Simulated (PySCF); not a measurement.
# Two-component Hartree-Fock for W(50+) (tungsten, charge +50)

Start: [Ar] 3d6; 3d3/2 filled at m_j = -3/2, -1/2, +1/2, +3/2; 3d5/2 filled at m_j = +3/2, +5/2. Calculated with PySCF 2.14 in an uncontracted even-tempered set (15 s from 13 bohr⁻², ratio 2.8; 13 p from 17 bohr⁻², ratio 2.8; 8 d from 17 bohr⁻², ratio 2.8; 3 f from 59 bohr⁻², ratio 3): generalised Hartree-Fock with the X2C-1e Hamiltonian and a Gaussian nucleus; one run each with spin-orbit coupling (SO) switched off, then screened by Boettger's factors.

```
spinor shell  electrons  ε, spin-free (eV)  ε, screened SO (eV)  weight of nominal j (screened SO)  rms radius, screened SO (bohr)
       1s1/2          2           -72931.5             -72906.5                              1.000                          0.0208
       2s1/2          2           -15157.2             -15147.5                              1.000                          0.0834
       2p1/2          2           -13640.5             -14621.4                              1.000                          0.0709
       2p3/2          4           -13640.5             -13236.7                              1.000                          0.0781
       3s1/2          2            -5538.0              -5535.0                              1.000                           0.207
       3p1/2          2            -5073.7              -5321.0                              0.999                           0.198
       3d3/2          4            -4618.3              -4653.0                              0.990                           0.183
       3d5/2          2            -4618.3              -4581.1                              0.990                           0.186
```

Problem. Where does 3p3/2 lie, and what is the 3p spin-orbit splitting (screened SO)?

Solution. At -4969.7 eV, 351.23 eV above 3p1/2.

| quantity | spin-free | screened SO |
| --- | --- | --- |
| E (hartree) | -14018.86220 | -14040.70607 |
| M_J | 4 | 4 |
| ⟨J²⟩ | 20.000 | 20.006 |
| ⟨L²⟩ | 6.000 | 12.802 |
| ⟨S²⟩ | 6.000 | 2.921 |

Each row is a mean over spinors that exchange with the open shell spreads, by up to 40.309 eV (3p3/2).

Breit and QED terms are absent; they matter most for the inner s and p1/2 levels.

Densities and radii are taken from the X2C orbitals without a picture-change correction, which distorts them close to the nucleus.

Without spin-orbit coupling the j labels of p, d and f shells carry no meaning; the spin-free column gives the mean over the occupied spinors of each nl shell.
